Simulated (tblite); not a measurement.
C8H17P.
Cartesian coordinates in Å at the GFN2-xTB level; atoms count from 1:
```xyz
26
C8H17P angstrom
C     -2.5351    0.7124   -0.6959
C     -1.5677    0.1731    0.3577
C     -2.2832   -0.8782    1.2063
C     -0.3048   -0.4030   -0.3006
C      0.7088   -0.9525    0.7059
C      1.9814   -1.2606   -0.0736
P      2.2318    0.1184   -1.3058
C      3.0095    1.3593   -0.1659
C      0.4437    0.6499   -1.1286
H     -2.0924    1.5291   -1.2593
H     -3.4414    1.0818   -0.2208
H     -2.8118   -0.0768   -1.3921
H     -1.2682    1.0016    1.0117
H     -2.5266   -1.7503    0.6026
H     -1.6691   -1.1963    2.0445
H     -3.2097   -0.4694    1.6042
H     -0.6014   -1.2230   -0.9645
H      0.3400   -1.8521    1.1994
H      0.9024   -0.1986    1.4723
H      1.8630   -2.1914   -0.6344
H      2.8593   -1.3650    0.5658
H      2.4992    1.4060    0.7939
H      2.9817    2.3380   -0.6418
H      4.0511    1.0833   -0.0114
H      0.4145    1.6247   -0.6354
H      0.0042    0.7622   -2.1208
```

Computed with GFN2-xTB (tblite): harmonic, unscaled wavenumbers at the GFN2-xTB geometry, gas phase. This tight-binding method is rough: wavenumbers can miss measured ones by several per cent, in bad cases by 10 to 20. One conformer, not necessarily the lowest.

Harmonic wavenumbers (cm⁻¹): 48.6, 71.9, 165.7, 171.7, 188.4, 220.4, 226.4, 264.4, 278.3, 332.9, 362.7, 398.6, 439.7, 487.7, 529.8, 680.7, 725.0, 748.7, 775.5, 824.0, 860.8, 884.6, 905.1, 931.8, 948.0, 965.8, 982.1, 1009.1, 1040.3, 1079.5, 1089.6, 1114.9, 1147.4, 1172.3, 1179.3, 1207.8, 1221.5, 1264.0, 1268.8, 1301.5, 1313.8, 1320.6, 1328.5, 1356.4, 1409.4, 1423.0, 1442.2, 1454.1, 1461.7, 1464.1, 1492.2, 1499.2, 1505.0, 1508.2, 1517.3, 2910.7, 2922.9, 2947.4, 2951.4, 2967.8, 2976.2, 2980.2, 2989.1, 3000.5, 3010.5, 3014.9, 3024.3, 3027.0, 3028.7, 3034.4, 3046.8, 3049.7.

A = 2591, B = 796.7, C = 703.1 MHz; mass 144.107 u (most abundant isotopes); point group C1, symmetry number 1.

Task: Zero-point energy?

Result: ½Σν̃ = 50947 cm⁻¹ = 145.66 kcal/mol.

Task: Entropy at 400 K, 1 bar (ideal gas, RRHO, classical rotation)?

Result: Translation 42.29, rotation 30.66, vibration 44.40: S = 117.4 cal/(mol K).

Task: And Cp and H(400 K) − H(0)?

Result: Cp = 58.45 cal/(mol K), of which vibrations give 50.50 (their classical limit is 72 R = 143.1); H(400 K) − H(0) = 12.85 kcal/mol without the zero-point energy, 9.67 from vibrations.

Task: Which modes carry the vibrational entropy at 400 K?

Result: 48.6 cm⁻¹: 5.46; 71.9 cm⁻¹: 4.68; 165.7 cm⁻¹: 3.04; 171.7 cm⁻¹: 2.98; 188.4 cm⁻¹: 2.80; 220.4 cm⁻¹: 2.50 cal/(mol K); the other 66 give 22.94 together.

Task: Blend soft modes into free rotors: weight 1/[1 + (100 cm⁻¹/ν̃)⁴] for the oscillator and the rest for a rotor with moment μB/(μ + B), μ = h/(8π²ν), B = 10⁻⁴⁴ kg m². What vibrational entropy results?

Result: 41.83 cal/(mol K) in place of 44.40, which changes −T·S at 400 K by +1.03 kcal/mol.

Task: What must be added to the electronic energy to get the Gibbs energy at 400 K and 1 bar?

Result: ZPE + [H(400 K) − H(0)] − T·S = 145.66 + 12.85 − 46.94 = 111.57 kcal/mol.

Hindered rotation and anharmonicity are outside this model. Other conformers, if any are populated, would add a mixing term that is left out. The structure is chiral; the term R ln 2 for an equal mix with its mirror image is left out.
